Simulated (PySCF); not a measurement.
## Computed properties of Si(H)(vinyl)(OH)(OMe) (C₃H₈O₂Si), SMILES C=C[SiH](O)OC

C₃H₈O₂Si, SMILES C=C[SiH](O)OC. Geometry optimised at PBE0-D3(BJ)/def2-SVP. Other conformers were not sampled. All values are computed for the isolated molecule unless a solvent is named; none is compared with measurement here.

**Structure.** All 36 harmonic modes at PBE0-D3(BJ)/def2-SVP (PySCF) are real, so it is a minimum. With heavy atoms numbered as in [SiH:1]([OH:2])([CH:3]=[CH2:4])[O:5][CH3:6], the shortest bond between them is C3–C4 at 1.338 Å and the longest Si1–C3 at 1.858 Å.

**Vibrations.** The strongest infrared lines (harmonic, unscaled, degenerate partners summed) lie at 851 cm⁻¹ (295 km/mol, H 66 %, Si 25 %), 1224 cm⁻¹ (200 km/mol, H 36 %, O 35 %, C 27 %), 1171 cm⁻¹ (156 km/mol, H 41 %, C 30 %, O 28 %). The softest mode is at 66 cm⁻¹ and the zero-point energy is 68.3 kcal/mol.

**Electronic structure.** r2SCAN/def2-TZVP (PySCF) places the frontier levels at -6.98 and -1.43 eV, a gap of 5.55 eV, and gives a dipole moment of 1.02 D and a mean polarisability of 67.9 bohr³. PBE/def2-TZVP (PySCF) at the same geometry gives -6.65 and -1.63 eV, so its gap is 0.53 eV narrower. An orbital gap is neither the optical nor the fundamental gap.

**Excitations.** TDA-CAM-B3LYP/def2-SVPD (PySCF) has S1 at 6.65 eV (186 nm, f = 0.007, weak); the most intense of the 10 singlets computed lies at 7.73 eV (f = 0.39). T1 (TDA) is at 4.22 eV, 2.43 eV under S1. TDA-PBE/def2-SVPD (PySCF) puts S1 at 5.10 eV. No vertical singlet excitation falls in the visible range (under 3.1 eV).

**NMR.** GIAO shifts at PBE0/pcSseg-1 (PySCF) (non-relativistic, atoms alike by connectivity averaged): ¹³C from 54.6 to 147.8 ppm against TMS; ¹H from 1.5 to 6.6 ppm against TMS; ²⁹Si at -22.2 ppm against TMS.

**Solvation.** SMD-M06-2X/def2-SVP (PySCF) gives -3.6 kcal/mol in water, -4.1 kcal/mol in chloroform, -4.4 kcal/mol in acetonitrile (1 M in both phases, gas-phase geometry); of these solvents acetonitrile holds the molecule best.
